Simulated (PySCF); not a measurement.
## Level sweep

Compound: sodium potassium, KNa.
SMILES: `[Na][K]`

PySCF, dipoles from the SCF density, polarisabilities from static response with core orbitals frozen. Isolated species at its PBE0-D3(BJ)/def2-SVP geometry, gas phase.

Question: How do dipole and polarisability depend on functional and basis here?

Answer: 

```
              level  μ (D)  error (%)  α (au)  anisotropy (au)
      LDA/def2-SVPD  2.149      -19.4  333.55           226.40
      PBE/def2-SVPD  2.421       -9.2  348.45           213.56
    B3LYP/def2-SVPD  2.488       -6.7  335.64           219.80
     PBE0/def2-SVPD  2.829       +6.1  357.74           205.01
BHandHLYP/def2-SVPD  2.864       +7.4  342.44           209.02
CAM-B3LYP/def2-SVPD  2.996      +12.3  333.83           205.18
  wB97X-D/def2-SVPD  3.334      +25.0  390.60           241.75
  LC-wPBE/def2-SVPD  3.926      +47.2  363.42           160.26
       HF/def2-SVPD  3.530      +32.4  399.28           195.20
      PBE0/def2-SVP  2.734       +2.5  308.47           263.35
        PBE0/6-31G*  2.977      +11.6  350.30           204.69
     PBE0/def2-TZVP  3.029      +13.6  332.49           228.40
    PBE0/def2-TZVPD  3.028      +13.5  349.23           205.06
```

Reference dipole: 2.667 D (measured, gas; NIST CCCBDB Release 22 (SRD 101), experimental dipoles). Reference dipole: 2.693 D (measured, gas; Liu, Meijer, Perez-Rios, Phys. Chem. Chem. Phys. 22 (2020) 24191). Errors are taken against the first value of each kind. The anisotropy is √(½[(α1 − α2)² + (α2 − α3)² + (α3 − α1)²]). For the dipole, the smallest error is 2.5% (PBE0/def2-SVP) and the largest 47.2% (LC-wPBE/def2-SVPD). The dipole runs from 2.15 D (LDA/def2-SVPD) to 3.93 D (LC-wPBE/def2-SVPD). No reference polarisability is at hand; against PBE0 in the largest diffuse basis at hand (def2-TZVPD) the other PBE0 rows deviate by def2-SVP -12%, def2-SVPD +2%, 6-31G* 0%, def2-TZVP -5%. In one basis (def2-SVPD) the functionals order the polarisability from LDA (lowest) to HF (highest), a spread of 20%. With PBE0 the polarisability is 330.42 au without diffuse functions (mean of def2-SVP, 6-31G* and def2-TZVP) and 353.48 au with them (mean of def2-SVPD and def2-TZVPD). Measured values can belong to vibrating molecules; the computed ones are for one fixed geometry.
